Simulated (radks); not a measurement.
Ag2+, 45 electrons, occupied as [Kr] 4d8 5s1 (not the ground configuration).

All-electron calculation, scalar-relativistic Kohn-Sham, BLYP, spin-polarised, spherical densities, point nucleus; open shells are filled with parallel spins first (spin-orbit coupling, left out, can overturn this in heavy ions). Program: a radial shooting solver on a logarithmic mesh with Libxc functionals.

Energy parts (eV):
part                       energy
total                 -144634.883
kinetic                150272.519
electron-nucleus      -348371.184
Hartree                 57511.332
exchange-correlation    -4047.549

Orbitals (lengths in bohr, moments of r in powers of bohr; <r^-3> diverges for s and p1/2; r(90%) holds 90 % of the orbital's charge):
| orbital | occ. | eigenvalue (eV) | <r^-3> | <r> | r(90%) |
|---|---|---|---|---|---|
| 1s up | 1 | -25362.87 | - | 0.03111 | 0.0558 |
| 1s down | 1 | -25362.83 | - | 0.03111 | 0.0558 |
| 2s up | 1 | -3758.834 | - | 0.1349 | 0.208 |
| 2s down | 1 | -3758.411 | - | 0.1349 | 0.208 |
| 2p up | 3 | -3374.764 | 3779 | 0.1177 | 0.192 |
| 2p down | 3 | -3374.435 | 3780 | 0.1177 | 0.192 |
| 3s up | 1 | -711.9211 | - | 0.3686 | 0.543 |
| 3s down | 1 | -711.6813 | - | 0.3686 | 0.543 |
| 3p up | 3 | -585.8452 | 675.5 | 0.3677 | 0.553 |
| 3p down | 3 | -585.5762 | 675.3 | 0.3676 | 0.553 |
| 3d up | 5 | -387.0121 | 92.29 | 0.3458 | 0.547 |
| 3d down | 5 | -386.6176 | 92.28 | 0.3457 | 0.547 |
| 4s up | 1 | -123.2245 | - | 0.9058 | 1.31 |
| 4s down | 1 | -121.5653 | - | 0.9049 | 1.31 |
| 4p up | 3 | -86.3833 | 114.3 | 0.9879 | 1.46 |
| 4p down | 3 | -84.6729 | 114.8 | 0.9869 | 1.46 |
| 4d up | 5 | -33.5614 | 9.889 | 1.270 | 1.99 |
| 4d down | 3 | -31.8258 | 9.890 | 1.273 | 2.00 |
| 5s up | 1 | -23.1963 | - | 2.435 | 3.53 |
| 5s down | 0 | -21.9682 | - | 2.481 | 3.61 |

The highest occupied level is 5s up at -23.196 eV. The density falls to 0.001 e/bohr^3 at r = 3.66 bohr. Summed over all electrons, <r^2> = 33.43 bohr^2, which gives a Langevin (diamagnetic) susceptibility term of -26.5 x 10^-6 cm^3/mol.
